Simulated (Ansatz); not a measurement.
Frontier orbitals of `PO[AsH2]`.

Z-matrix (Å, degrees):
```
P
O 1 1.649
H 1 1.425 2 98.4
H 1 1.426 2 98.5 3 93.2
As 2 1.810 1 118.2 3 134.5
H 5 1.528 2 94.5 1 -139.4
H 5 1.529 2 95.1 1 129.2
```

Total charge 0; spin multiplicity 1. Correlated methods include outer-core shells of As, which these sets cover unevenly. Scalar relativity is left out up to krypton. The structure was optimised at the PBE0-D4/def2-TZVP level. It is one conformer, not always the lowest. Basis def2-TZVPP, Ansatz.

```
functional  HOMO (eV)  LUMO (eV)  gap (eV)
       PBE      -5.84      -1.97      3.87
      PBE0      -7.05      -1.04      6.01
   LC-ωPBE      -9.73       1.26     10.99
   ωB97M-V      -9.26       0.93     10.19
```

A quarter of exact exchange (PBE0) shifts PBE's HOMO by −1.21 eV and its LUMO by +0.93 eV; full exchange at long range (ωB97M-V) shifts them by −3.43 and +2.90 eV. The gap opens from 3.87 to 10.20 eV, since occupied levels lose self-interaction and empty ones feel all the electrons. A positive LUMO is unbound and depends on the basis.

LC-ωPBE has ω = 0.4 bohr⁻¹.
